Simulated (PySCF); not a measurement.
**Fe⁸⁺ (iron, charge +8): Hartree-Fock from Schrödinger to Dirac-Coulomb-Breit**

Occupied: 1s1/2, 2s1/2, 2p1/2, 2p3/2, 3s1/2, 3p1/2, 3p3/2. Hartree-Fock calculated with PySCF 2.14 in an uncontracted even-tempered set (19 s from 0.18 bohr⁻², ratio 2.7; 14 p from 0.22 bohr⁻², ratio 2.7), Gaussian nucleus throughout. NR is non-relativistic, sf-X2C the spin-free one-electron X2C Hamiltonian, X2C adds the bare one-electron spin-orbit term, X2C-SNSO screens it by Boettger's factors, DC is four-component Dirac-Coulomb, and the Gaunt and Breit terms are added at first order (total energies over the DC spinors, levels after relaxing the spinors in that mean field). QED terms are absent. Levels marked empty are virtual spinors of this ion; the basis has s and p functions only, so 3d, which can lie below the n = 4 levels, is absent.

| Hamiltonian | E (hartree) | E − E(DC) (hartree) | CPU seconds |
| --- | --- | --- | --- |
| NR | -1242.1069 | 9.1828 | 0.32 |
| sf-X2C | -1251.0976 | 0.1921 | 0.22 |
| X2C | -1251.1225 | 0.1672 | 0.3 |
| X2C-SNSO | -1251.1188 | 0.1710 | 0.29 |
| DC | -1251.2897 | 0.0000 | 8.8 |
| DC+Gaunt | -1250.7748 | 0.5149 | 17 |
| DC+Breit | -1250.8201 | 0.4696 | 51 |

```tsv
level (eV)	NR	sf-X2C	X2C	X2C-SNSO	DC	DC+Gaunt	DC+Breit
1s1/2	-7295.2	-7357.8	-7357.7	-7357.8	-7361.0	-7353.0	-7353.4
2s1/2	-1056.5	-1069.9	-1069.9	-1069.9	-1070.2	-1069.6	-1069.7
2p1/2	-933.14	-935.22	-944.59	-943.86	-943.87	-942.89	-942.99
2p3/2	-933.14	-935.22	-930.66	-931.01	-931.20	-930.53	-930.63
3s1/2	-275.96	-278.46	-278.46	-278.46	-278.50	-278.43	-278.43
3p1/2	-233.85	-234.30	-235.81	-235.69	-235.68	-235.54	-235.56
3p3/2	-233.85	-234.30	-233.56	-233.62	-233.64	-233.56	-233.57
4s1/2 (empty)	-96.918	-97.513	-97.512	-97.512	-97.522	-97.502	-97.504
4p1/2 (empty)	-85.861	-86.004	-86.326	-86.301	-86.299	-86.268	-86.272
4p3/2 (empty)	-85.861	-86.004	-85.847	-85.859	-85.865	-85.844	-85.849
```

| interval (eV) | X2C | X2C-SNSO | DC | DC+Gaunt | DC+Breit |
| --- | --- | --- | --- | --- | --- |
| 2p3/2 − 2p1/2 | 13.93 | 12.85 | 12.68 | 12.36 | 12.36 |
| 3p3/2 − 3p1/2 | 2.245 | 2.070 | 2.040 | 1.987 | 1.987 |
| 4p3/2 − 4p1/2 | 0.4783 | 0.4412 | 0.4347 | 0.4234 | 0.4234 |

Weight of the small component: 1s1/2 0.00875, 2s1/2 0.00163, 2p1/2 0.00160, 2p3/2 0.00157, 3s1/2 0.000411, 3p1/2 0.000378, 3p3/2 0.000374, 4s1/2 0.000122, 4p1/2 0.000110, 4p3/2 0.000109.

Koopmans' value for the highest occupied level at DC+Breit: 233.57 eV, against an ionisation energy of 233.6 ± 0.4 eV (semi-empirical (NIST evaluation); NIST Atomic Spectra Database, ionization energies); the former lacks relaxation, correlation, QED and recoil.

The whole ladder took 81 s of wall time on 1 thread of Neoverse-V2 (shared host), launched as `OMP_NUM_THREADS=1 python relrun2.py TASK.json OUT` (a driver that calls PySCF for each Hamiltonian).

Dirac-Coulomb iterations, started from the X2C spinors:

```
with_ssss True, with_gaunt False, with_breit False
light speed = 137.03599967994
init E= -1250.58914215128
cycle= 1 E= -1251.28971085641  delta_E= -0.701  |g|= 0.157  |ddm|= 0.0213
cycle= 2 E= -1251.28973318559  delta_E= -2.23e-05  |g|= 0.00418  |ddm|= 0.00417
cycle= 3 E= -1251.28973349972  delta_E= -3.14e-07  |g|= 0.000537  |ddm|= 0.000822
cycle= 4 E= -1251.28973350579  delta_E= -6.08e-09  |g|= 4.83e-06  |ddm|= 0.000105
```
